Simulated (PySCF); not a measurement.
Molecule: SMILES O[Si](O)(Cl)I (H2ClIO2Si). Atoms near the plane z = 0.0 Å, at the PBE0/def2-SVP optimised geometry (x, y, z in Å): O1 (1.3, -0.9, 0.0), Si2 (-0.3, -0.9, 0.0), O3 (-0.8, 0.7, 0.0), H6 (1.8, -0.3, 0.7), H7 (-1.8, 0.9, 0.2).

Computed with PBE0/def2-TZVP, def2 effective core potentials past Kr (PySCF). The core electrons that the potentials of I replace are not part of the density. Cells within 0.4 Å of a nucleus heavier than hydrogen are left out (blank, or x). The values are rescaled to run from 0 to 1.

```
|00000000000000000000000000000|
|00000000000000000000000000000|
|00000000000000000000000000000|
|00000000000000000000000000000|
|00000000000000000000000000000|
|00000000111221100000000000000|
|00000011223333210000000000000|
|00000123344444321000000000000|
|00001234556665432100000000000|
|00002345677877643210000000000|
|00012457889998654322110000000|
|0001346789xxx9754333322100000|
|0001245789xxx9765444433210000|
|00012356789998765566554320000|
|00002345678888766777765421000|
|00001234567788777889876431000|
|000012345667xx9789xx986532000|
|000112345668xxx889xxx86532000|
|000122345667xx9789xx986532000|
|00012334566778777889876431000|
|00012334556666666777765321000|
|00012334556666555555554320000|
|00012234455555544444433210000|
|00012233444554433333221100000|
|00001223344444332221110000000|
|00001122333333221110000000000|
|00000112222222211000000000000|
|00000011122221100000000000000|
|00000000111110000000000000000|
```
Scale: ten equal steps from 0.000 (start of '0') to 1.00 (end of '9'), in the order '0123456789'; x runs from -4.00 to 4.00, y from -4.00 (bottom) to 4.00 (top).

Task: Which quantity is mapped?
A. electron localisation function
B. electrostatic potential
C. an orbital amplitude
D. log10 of the electron density

Result: D, log10 of the electron density. In full: log10 of the electron density (e/bohr³), floored at −4.
